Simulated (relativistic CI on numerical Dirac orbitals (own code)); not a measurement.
## Radial parameters of Tc42+

Calculated at this level of theory: Dirac equation for one electron, model QED (radiative potential, 1s self-energy scaled to tabulated hydrogen-like ionisation energies) (own radial code, finite nucleus).

Slater integrals F^k, G^k are unscaled and averaged over j, outside the closed core (none); ζ comes from projecting the Hamiltonian with its Breit term on Σ l·s of the shell.

- 2p: ζ(2p) = 887240 cm⁻¹; <r>(2p) = 0.1138, <r^2>(2p) = 0.01561 (bohr units).
- 3p: ζ(3p) = 263400 cm⁻¹; <r>(3p) = 0.2857, <r^2>(3p) = 0.09424 (bohr units).
- 3d: ζ(3d) = 50187 cm⁻¹; <r>(3d) = 0.2422, <r^2>(3d) = 0.06713 (bohr units).

Averages of the first 10 configurations, taken without configuration mixing, which lowers the lowest level and can move excited configurations by several eV; other configurations of the list can lie among them:

```
Configuration  Parity  States  Average energy above the lowest level (eV)
           1s    even       2                                         0.0
           2s    even       2                                     19296.9
           2p     odd       6                                     19403.9
           3s    even       2                                     22920.6
           3p     odd       6                                     22952.3
           3d    even      10                                     22977.9
           4s    even       2                                     24182.3
           4p     odd       6                                     24195.6
           4d    even      10                                     24206.4
           4f     odd      14                                     24210.9
```
